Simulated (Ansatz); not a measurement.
```yaml
crystal:
  periodic: [false, false, false]
  atoms:
    - {symbol: Br, position_ang: [-2.640960, 1.173450, -0.154261]}
    - {symbol: B, position_ang: [-0.890828, 0.501026, -0.354544]}
    - {symbol: C, position_ang: [0.419897, 0.759426, 0.345196]}
    - {symbol: Si, position_ang: [0.197361, -1.082612, -0.303531]}
    - {symbol: H, position_ang: [1.291580, 0.964428, -0.283831]}
    - {symbol: H, position_ang: [0.510840, 1.230176, 1.321418]}
    - {symbol: H, position_ang: [1.323923, -1.378957, -1.215826]}
    - {symbol: H, position_ang: [-0.119612, -2.224039, 0.589579]}
basis:
  gaussian: {orbitals: def2-mTZVP, point_charges: [{charge: 2.00, position_ang: [4.309, 0.326, 0.048]}]}
hamiltonian: {xc: {name: TPSS}}
accuracy: high
output: {forces: true}
```

```sh
$ ansatz run in.yaml --threads 2 --pin off --events-out ev --progress --plain --max-ram 4352MiB
```

Shortened log:

```
Error: YAML parse error: error: line 14 column 19: hamiltonian.xc: no functional is named "TPSS"; the names, which are not case-sensitive, are SVWN5, SPW92, PBE, PBE0, PBEsol, revPBE, revPBE0, RPBE, rPW86-PBE, HSE06, wPBEh, LC-wPBE, HISS, HF, BLYP, B3LYP, B3LYP5, BHLYP, CAM-B3LYP, r2SCAN, r2SCANh, r2SCAN0, r2SCAN50, m-r2SCAN, B97, wB97, wB97X, wB97X-V, B97M-V, wB97M-V, B2PLYP, B2GP-PLYP, PBE0-DH, PBE-QIDH
12 | basis:
13 |   gaussian: {orbitals: def2-mTZVP, point_charges: [{charge: 2.00, position_ang: [4.…
14 | hamiltonian: {xc: {name: TPSS}}
15 | accuracy: high
16 | output: {forces: true}
```

(1) What is wrong with this run?

Results:

(1) The method's name isn't one that the program takes here. The program refused the input.

HSE06 is defined as in plane-wave codes.
